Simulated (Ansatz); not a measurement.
# Al2Si2H6 (SMILES [SiH3][Al]1[AlH][SiH2]1): methods side by side

Al2Si2H6: 10 atoms, total charge 0, spin state singlet. SMILES: `[SiH3][Al]1[AlH][SiH2]1`. The coordinates come from a PBE0-D4/def2-TZVP relaxation.

Each level gives the vertical ionisation energy (to the doublet cation) (eV). The values are calculated.

| level | kind | program | value (eV) | less CCSD(T)/def2-SVP | CPU time (all runs) |
| --- | --- | --- | --- | --- | --- |
| HF/def2-SVP | Hartree–Fock | Ansatz | 6.83 | -0.90 | 18 s |
| SVWN5/def2-SVP | LDA | Ansatz | 7.92 | +0.19 | 26 s |
| PBE/def2-SVP | GGA | Ansatz | 7.80 | +0.07 | 51 s |
| r2SCAN/def2-SVP | meta-GGA | Ansatz | 7.87 | +0.14 | 2.2 min |
| BHLYP/def2-SVP | global hybrid | Ansatz | 7.66 | -0.07 | 43 s |
| wB97M-V/def2-SVP | range-separated hybrid | Ansatz | 7.84 | +0.11 | 7.8 min |
| CCSD(T)/def2-SVP | coupled cluster or CI | Ansatz | 7.73 | 0.00 | 1.9 min |
| CCSD/def2-SVP | coupled cluster or CI | Ansatz | 7.64 | -0.09 | 98 s |

Differences are taken from CCSD(T)/def2-SVP for orientation; it has basis-set and higher-order errors of its own. The values span 6.83 to 7.92 eV. CPU times are rough (shared hosts, several kinds of processor and program).
